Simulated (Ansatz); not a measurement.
`[BH2][GaH][F]` + `O[CH](Cl)[GeH3]` → `B[CH](O)[GeH3]` + `[F][GaH][Cl]` at 600 K and 1 bar (redistribution).

Calculated with Ansatz (gas phase, PBE0-D4/def2-TZVP geometries, no zero-point term in ΔE). CBS: MP2 limit from def2 TZ/QZ plus the TZ coupled-cluster correction, frozen cores. For Ga, Ge outer-core shells are correlated without core-valence functions, which leaves a few kJ/mol of doubt a bond. Scalar relativity is left out up to krypton. Each species was taken in one conformer, which may not be the lowest.

```
          species  CCSD(T)/CBS energy (Eh)  H − E (kJ/mol)  S (J/(mol·K))
  `[BH2][GaH][F]`              -2050.32373           116.9          363.2
`O[CH](Cl)[GeH3]`              -2652.10163           202.7          418.0
 `B[CH](O)[GeH3]`              -2218.29983           261.6          431.4
   `[F][GaH][Cl]`              -2484.20089            60.4          341.3
```

H − E and S are ideal-gas, rigid-rotor, harmonic terms from PBE0-D4/def2-TZVP, for one conformer and one mirror image of each species. 1 Eh = 2625.50 kJ/mol, R = 8.31446 J/(mol·K).

Task: By hand: ΔE, ΔH, ΔS and ΔG.

Result: ΔE = (-2218.29983) + (-2484.20089) − (-2050.32373) − (-2652.10163) = -0.07536 Eh = -197.9 kJ/mol. Δ(H − E) = 261.6 + 60.4 − 116.9 − 202.7 = 2.4, so ΔH = -195.5 kJ/mol. ΔS = 431.4 + 341.3 − 363.2 − 418.0 = -8.5 J/(mol·K). ΔG = -195.5 − 600 × (-8.5)/1000 = -190.4 kJ/mol.

Task: By hand: the equilibrium constant, and the temperature at which ΔG would vanish if ΔH and ΔS stayed fixed.

Result: log₁₀ K = −ΔG/(RT ln 10) = 16.6. ΔG = 0 at ΔH/ΔS = 23000 K, far beyond where these terms or the molecules hold.

The number of gas molecules stays the same, so ΔS is small and ΔH decides. A doubt of 5 kJ/mol in ΔE shifts log₁₀ K by 0.4 here. Other conformers and mirror images would add mixing entropy, several J/(mol·K) or more a flexible species. These are equilibria of isolated gas molecules and say nothing of rates. Largest T1 diagnostic: 0.014 (customary marks: 0.02 for closed shells, 0.045 for open ones).
